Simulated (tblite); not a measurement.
Compound: C6H3N (charge +1 and doublet state).
Numbering: `[CH+:1]=[C:2][C:3]#[C:4][CH2:5][C:6]#[N:7]` (hydrogens: H8 on C1; H9, H10 on C5)

Computed with GFN2-xTB (tblite): harmonic, unscaled wavenumbers at the GFN2-xTB geometry, gas phase. Against measured fundamentals such values can be off by several per cent, at times by over 20. Open shells enter through the occupations alone, without spin polarisation, and single modes of such species can be off by tens of per cent.

Harmonic wavenumbers (cm⁻¹): 72.5, 137.8, 175.2, 290.6, 328.7, 339.9, 415.0, 419.3, 486.1, 642.0, 646.1, 735.2, 745.5, 936.6, 1014.0, 1135.2, 1234.6, 1298.1, 2087.6, 2230.9, 2421.0, 2866.3, 2878.8, 3299.8.

A = 11604, B = 1058, C = 975.3 MHz; mass 89.027 u (most abundant isotopes); point group Cs, symmetry number 1; spin multiplicity 2.

**Question.** What is the zero-point energy?

**Answer.** Half the sum of the wavenumbers: 13418 cm⁻¹ = 160.52 kJ/mol.

**Question.** Give the ideal-gas entropy at 500 K and 1 bar in the rigid-rotor, harmonic-oscillator model (classical rotation).

**Answer.** Translation 175.59, rotation 122.29, vibration 123.51, spin (R ln 2) 5.76: S = 427.1 J/(mol K).

**Question.** And Cp and H(500 K) − H(0)?

**Answer.** Cp = 147.87 J/(mol K), of which vibrations give 114.61 (their classical limit is 24 R = 199.5); H(500 K) − H(0) = 49.03 kJ/mol without the zero-point energy, 32.40 from vibrations.

**Question.** What must be added to the electronic energy to get the Gibbs energy at 500 K and 1 bar?

**Answer.** ZPE + [H(500 K) − H(0)] − T·S = 160.52 + 49.03 − 213.57 = -4.02 kJ/mol.

**Question.** How do the functions run with temperature in this model?

**Answer.** 
```tsv
T (K)	S (J/(mol K))	Cp (J/(mol K))	H − H(0) (kJ/mol)	G − H(0) (kJ/mol)	ln q(vib)
50	231.8	43.3	1.83	-9.76	0.16
100	266.7	59.5	4.40	-22.27	0.70
298.15	359.1	115.3	22.16	-84.89	3.79
373.15	386.5	129.6	31.37	-112.87	5.03
750	492.1	172.2	89.26	-279.79	10.73
1000	544.0	188.4	134.47	-409.51	13.96
```

q(vib) and H(0) count from the zero-point level.

**Question.** Which modes carry the vibrational entropy at 500 K?

**Answer.** 72.5 cm⁻¹: 21.36; 137.8 cm⁻¹: 16.06; 175.2 cm⁻¹: 14.10; 290.6 cm⁻¹: 10.04; 328.7 cm⁻¹: 9.08; 339.9 cm⁻¹: 8.82 J/(mol K); the other 18 give 44.05 together.

**Question.** Blend soft modes into free rotors: weight 1/[1 + (100 cm⁻¹/ν̃)⁴] for the oscillator and the rest for a rotor with moment μB/(μ + B), μ = h/(8π²ν), B = 10⁻⁴⁴ kg m². What vibrational entropy results?

**Answer.** 117.93 J/(mol K) in place of 123.51, which changes −T·S at 500 K by +2.79 kJ/mol.

Hindered rotation and anharmonicity are outside this model.

The run took 0.33 s on one thread of an Arm Neoverse N1, no GPU, on a shared host. This covers the Hessian and the dipole derivatives.
